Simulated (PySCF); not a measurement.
Cartesian coordinates in Å; atom numbers follow the order of the lines, from 1:
```xyz
5

Ga    0.000    0.001   -0.077
F     0.010   -0.016    1.751
H     1.549    0.010   -0.567
H    -0.783    1.347   -0.541
H    -0.775   -1.342   -0.566
```

Total charge -1.

Geometry: PBE0-D3(BJ)/def2-SVP; GIAO absolute shieldings from PySCF, gas phase, non-relativistic, averaged over equivalent atoms.

At PBE0/pcSseg-1 (pcSseg-2 on Ga) (95 basis functions, 4.8 s wall time on 1 thread of an x86-64 server CPU, shared host):
```csv
atoms,σ (ppm)
Ga1,1539.1
F2,436.4
H3/H4/H5,26.86
```

Estimate the result of repeating the calculation with B3LYP/pcSseg-1 (pcSseg-2 on Ga).

Results:


| atoms | σ at B3LYP/pcSseg-1 (pcSseg-2 on Ga) | change |
| --- | --- | --- |
| Ga1 | 1517.6 | -21.5 |
| F2 | 428.9 | -7.5 |
| H3/H4/H5 | 26.99 | +0.13 |

The largest change is at Ga1 (Ga bonded to F, 3 H). Cost: 95 basis functions, 2.9 s wall time on 1 thread of an x86-64 server CPU, shared host.

Relativistic effects, spin–orbit coupling among them, are left out; they matter for Ga and for the light atoms bonded to it.
